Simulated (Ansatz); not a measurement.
`C=C[SiH](Cl)Cl` and `[SiH3]C[SiH](Cl)Cl` differ in one atom or group.

Ansatz, PBE0-D4/def2-TZVP geometries, multiplicity 1. Each molecule was computed in one conformer, which needn't be the lowest.

```
                                          property  `C=C[SiH](Cl)Cl`
             LUMO energy (ωB97M-V/def2-TZVPP) / eV              1.05
                HOMO energy (PBE0/def2-TZVPP) / eV             -8.54
              HOMO–LUMO gap (PBE0/def2-TZVPP) / eV              7.46
    zero-point energy (PBE0-D4/def2-TZVP) / kJ/mol             144.5
                 HOMO energy (PBE/def2-TZVPP) / eV             -7.36
size of the dipole moment (ωB97M-V/def2-TZVPP) / D              2.21
```

(1) What does the change do to each property? (Estimate.)

Results:

(1) Ansatz gave: 
```
                                          property  `[SiH3]C[SiH](Cl)Cl`  shift
             LUMO energy (ωB97M-V/def2-TZVPP) / eV                  1.89   0.84
                HOMO energy (PBE0/def2-TZVPP) / eV                 -8.80  -0.26
              HOMO–LUMO gap (PBE0/def2-TZVPP) / eV                  9.05   1.59
    zero-point energy (PBE0-D4/def2-TZVP) / kJ/mol                 169.5   25.0
                 HOMO energy (PBE/def2-TZVPP) / eV                 -7.49  -0.13
size of the dipole moment (ωB97M-V/def2-TZVPP) / D                  1.70  -0.51
```

With PBE0 the HOMO falls by 0.26 eV and the LUMO rises by 1.33 eV, so the gap widens by about 1.59 eV. PBE moves the HOMO by -0.13 eV and ωB97M-V by -0.22 eV. The zero-point energy changes by 25.0 kJ/mol with +6 modes. Dipoles are sizes alone; their direction can turn.
